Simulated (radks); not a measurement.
Ionisation of the lithium ion Li+, [He], to 1s1 as the strength of local exchange is varied. Method: scalar-relativistic Kohn-Sham, Slater X-alpha exchange (alpha = 2/3 is LDA exchange), no correlation, spin-unpolarised, spherical densities, point nucleus; computed with a radial shooting solver on a logarithmic mesh with Libxc functionals.

| alpha | E(Li+) (hartree) | exchange (hartree) | IE (eV) | -e of the level emptied (eV) | <r> of it (bohr) |
|---|---|---|---|---|---|
| 0.664 | -7.00386 | -1.38440 | 76.162 | 57.646 (1s) | 0.5879 |
| 0.667 | -7.01012 | -1.39137 | 76.257 | 57.740 (1s) | 0.5876 |
| 0.673 | -7.02264 | -1.40533 | 76.447 | 57.927 (1s) | 0.5869 |
| 0.767 | -7.22051 | -1.62747 | 79.461 | 60.898 (1s) | 0.5767 |
| 0.804 | -7.29927 | -1.71664 | 80.664 | 62.088 (1s) | 0.5728 |
| 0.808 | -7.30781 | -1.72633 | 80.795 | 62.217 (1s) | 0.5724 |
| 0.831 | -7.35705 | -1.78232 | 81.547 | 62.963 (1s) | 0.5699 |

NIST Atomic Spectra Database: 75.640 eV (theoretical). The central value is not met in this range of alpha. Spin polarisation and multiplet splitting are left out, so open shells lie too high by an amount that depends on their filling.

Beside tabulated values, note that spin-unpolarised runs miss the spin-polarisation part of the exchange energy of open shells.
